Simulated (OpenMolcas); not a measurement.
## Fe5+, Ru5+, Os5+: d³ down the group

```json
{
 "Program": "OpenMolcas",
 "Method": "CASSCF",
 "Basis": "ANO-R3",
 "Scalar Hamiltonian": "X2C, finite nucleus",
 "Spin-orbit coupling": "RASSI with atomic mean-field integrals over the reference wave functions, term energies averaged over their components"
}
```

Active space for each ion: 3 electrons in 5 orbitals (d).

Computed levels in cm-1 above ⁴F_3/2:

```csv
Level,Fe5+,Ru5+,Os5+
⁴F_5/2,520,1347,5906
⁴F_7/2,1224,3022,11124
⁴F_9/2,2091,4893,15012
⁴P_1/2,23168,16597,19353
⁴P_3/2,23360,16590,17068
²G_7/2,23845,18461,24775
⁴P_5/2,24001,18697,26895
²G_9/2,24546,19461,38853
²P_1/2,31384,23990,32477
weight of ⁴F in the lowest level (%),100,99,87
```

Mixed levels, with the weight of the term that names them: Os5+ ⁴F_9/2 (68 %), Os5+ ⁴P_3/2 (52 %), Os5+ ²G_9/2 (57 %).

Measured, with the error of the calculation in %. Measured levels: Fe5+ from Corliss and Sugar, J. Phys. Chem. Ref. Data 11, 135 (1982); Os5+ from the list in Brasseur, Palmeri and Quinet, Atoms 13, 11 (2025).

```tsv
Level	Fe5+	Os5+
⁴F_5/2	511 (+1.8)	6397 (-7.7)
⁴F_7/2	1188 (+3.0)	11444 (-2.8)
⁴F_9/2	2001 (+4.5)	14678 (+2.3)
⁴P_1/2	18738 (+23.6)	16772 (+15.4)
⁴P_3/2	18942 (+23.3)	
²G_7/2	20616 (+15.7)	22920 (+8.1)
⁴P_5/2	19611 (+22.4)	24828 (+8.3)
²G_9/2	21315 (+15.2)	37019 (+5.0)
²P_1/2	26496 (+18.5)	28860 (+12.5)
```

The fine-structure level ⁴F_9/2 changes by a factor of 7.18 from Fe5+ to Os5+.

Without spin-orbit coupling ⁴P lies 22494, 15061, 13761 cm-1 above ⁴F in that order; the difference to the level ⁴P_1/2, of either sign, comes from spin-orbit coupling, which also lowers the zero.

Without dynamic correlation excited terms often stand tens of per cent too high (terms of higher spin than the ground term too low), and those without a measured partner can miss by more than the paired ones. Computed and measured levels are paired by configuration, term and J; levels that our copy of the source lacks, or whose pairing is in doubt (as where it misses far off the trend of its configuration), stay unpaired and out of the deviations. Levels of configurations outside the active space are missing.
